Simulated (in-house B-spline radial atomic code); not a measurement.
Configurations of neutral iodine, with energies counted from [Kr] 4d10 5s2 5p5. Method: scalar-relativistic (X2C) B97-1, spin-polarised, spherical fractional occupations, Fermi nucleus of rms radius 4.75 fm. Calculated with a B-spline radial code for spherical atoms. Shells without spins written out take the highest spin.

Caution: exact exchange at fractional occupations of open shells leaves self-interaction of up to several eV.

Occupations are held fixed; configurations that lie above the ionisation limit could autoionise.

```csv
configuration,E - E(ref) (eV),highest orbital,its <r> (bohr)
[Kr] 4d10 5s1 5p6,10.212,5p down,2.479
"[Ar] 3d10 4s2 4p(2 up, 3 down) 4d10 5s2 5p(3 up, 2 down) 5d(0 up, 1 down)",138.61,5d down,8.35
[Ar] 3d10 4s2 4p5 4d10 5s2 5p5 6f1,139.81,6f up,43.54
[Ar] 3d9 4s2 4p6 4d10 5s2 5p5 6f1,635.9,6f up,41.32
```

Q: Order these further configurations by energy, lowest first.
A. [Kr] 4d10 5s(0 up, 1 down) 5p(3 up, 2 down) 6d(0 up, 1 down)
B. [Kr] 4d9 5s2 5p5 6d1
C. [Kr] 4d10 5s2 5p(1 up, 3 down) 6s(0 up, 1 down)
D. [Kr] 4d10 4f(1 up, 0 down) 5s(1 up, 0 down) 5p(3 up, 2 down)

A: C (7.0452 eV), D (20.838 eV), A (21.65 eV), B (59.008 eV).
